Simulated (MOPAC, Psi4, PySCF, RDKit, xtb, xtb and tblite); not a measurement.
Two geometries of C12H14Si2, SMILES c1ccccc1[SiH2][SiH2]c1ccccc1, relaxed at GFN2-xTB with one dihedral held; other torsions can differ between them too.

Structure A

```
28

C      4.5585     0.5204     1.0755
C      3.4878     1.3952     0.9989
C      2.3839     1.0685     0.2347
C      2.3213    -0.1311    -0.4683
Si     0.7248    -0.6289    -1.3480
Si    -0.6917    -1.3461     0.3506
C      0.0196    -0.5856     1.9273
C      1.1605    -1.1296     2.5100
C      1.7807    -0.5162     3.5817
C      1.2673     0.6632     4.0944
C      0.1291     1.2164     3.5333
C     -0.4832     0.5965     2.4592
C      3.4081    -0.9941    -0.3826
C      4.5185    -0.6745     0.3776
H      5.4209     0.7693     1.6769
H      3.5118     2.3294     1.5417
H      1.5497     1.7552     0.1858
H      0.2338     0.5399    -2.0930
H      1.0562    -1.6535    -2.3485
H     -2.0864    -0.9010     0.2193
H     -0.7332    -2.8051     0.5292
H      1.5724    -2.0472     2.1121
H      2.6693    -0.9533     4.0143
H      1.7527     1.1492     4.9285
H     -0.2779     2.1355     3.9312
H     -1.3686     1.0381     2.0222
H      3.3816    -1.9322    -0.9202
H      5.3526    -1.3602     0.4311
```

Structure B

```
28

C      4.8068     0.6478     0.7098
C      3.7616     1.5470     0.5792
C      2.5815     1.1510    -0.0228
C      2.4173    -0.1422    -0.5097
Si     0.7810    -0.6782    -1.2826
Si    -0.7180    -1.2478     0.3938
C     -2.3558    -1.7845    -0.3760
C     -3.4527    -0.9307    -0.4229
C     -4.6391    -1.3185    -1.0189
C     -4.7496    -2.5771    -1.5852
C     -3.6676    -3.4411    -1.5512
C     -2.4857    -3.0437    -0.9540
C      3.4776    -1.0309    -0.3665
C      4.6618    -0.6446     0.2348
H      5.7309     0.9538     1.1786
H      3.8691     2.5577     0.9470
H      1.7706     1.8596    -0.1230
H      0.3153     0.4340    -2.1267
H      1.0810    -1.7899    -2.1989
H     -0.2481    -2.3631     1.2320
H     -1.0165    -0.1405     1.3155
H     -3.3757     0.0526     0.0199
H     -5.4803    -0.6401    -1.0412
H     -5.6752    -2.8842    -2.0502
H     -3.7480    -4.4252    -1.9908
H     -1.6457    -3.7247    -0.9300
H      3.3735    -2.0412    -0.7376
H      5.4743    -1.3507     0.3326
```

Which is lower in energy at the level PBE0-D3(BJ)/def2-SVP // GFN2-xTB (Psi4), and by how much?

A is lower, by 8.08 kJ/mol (dihedral C4–Si5–Si6–C7: 20° in A, 180° in B).

E(B) − E(A) in kJ/mol at the other levels, on the same two geometries: GFN2-xTB (xtb and tblite) 7.87; MMFF94 // GFN2-xTB (RDKit) -17.60; PBE0/def2-SVP // GFN2-xTB (Psi4) -6.84; PBE/def2-SVP // GFN2-xTB (Psi4) -7.56; PBE-D3(BJ)/def2-SVP // GFN2-xTB (Psi4) 7.24; UFF // GFN2-xTB (RDKit) 2.76; PM3, restricted, heats of formation // GFN2-xTB (MOPAC) -14.40; AM1, restricted, heats of formation // GFN2-xTB (MOPAC) -19.25; GFN1-xTB // GFN2-xTB (xtb) 2.69; restricted B3LYP/6-31G*, spherical d, density fitting // GFN2-xTB (PySCF) -15.12.
